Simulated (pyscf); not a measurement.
Structures and frequencies: ωB97X-D3(BJ)/def2-SVP in PySCF. Singlets are restricted, triplets unrestricted.

Singlet (Å):
```xyz
7

Ge     0.4539     1.7679    -2.4939
O      1.0298     0.9357    -1.0369
Ge     0.1888     0.2857     0.3965
H     -1.1148     1.7553    -2.1021
H      0.7696     0.9924     1.6301
H     -1.3161     0.5659     0.2497
H      0.4717    -1.2227     0.4518
```

Triplet (Å):
```xyz
7

Ge    -0.0782     1.6868    -0.9427
O     -1.0610     0.2312    -0.6591
Ge    -0.4561    -1.2647     0.1173
H     -0.3822     2.8691     0.0301
H      0.5974    -1.9090    -0.7974
H      0.1598    -0.9022     1.4787
H     -1.6828    -2.1703     0.2758
```

Task: For these two minima of :HGe–O–GeH₃ (SMILES [GeH][O][GeH3]), which spin state lies lower at ωB97X-D3(BJ)/def2-TZVP, and by how much (electronic energies)?

Result: The singlet, by 45.6 kcal/mol. Zero-point energy shifts E(triplet) − E(singlet) by -0.3 kcal/mol. The 7 functionals that were run give +37.5 (r²SCAN) to +45.8 kcal/mol (ωB97M-D3(BJ)). Other isomers of :HGe–O–GeH₃ [singlet] were not searched in full and may lie lower. 

E(triplet) − E(singlet) by level (kcal/mol):

```csv
level,gap
ωB97X-D3(BJ)/def2-TZVP,+45.6
PBE/def2-TZVP,+41.8
r²SCAN/def2-TZVP,+37.5
B3LYP-D3(BJ)/def2-TZVP,+45.0
PBE0-D3(BJ)/def2-TZVP,+40.3
M06-2X/def2-TZVP,+38.8
ωB97M-D3(BJ)/def2-TZVP,+45.8
HF/def2-TZVP,+27.9
```

The triplet is the lowest one reached from the SCF start used. Elements up to Kr have no core potential and no relativistic terms here.
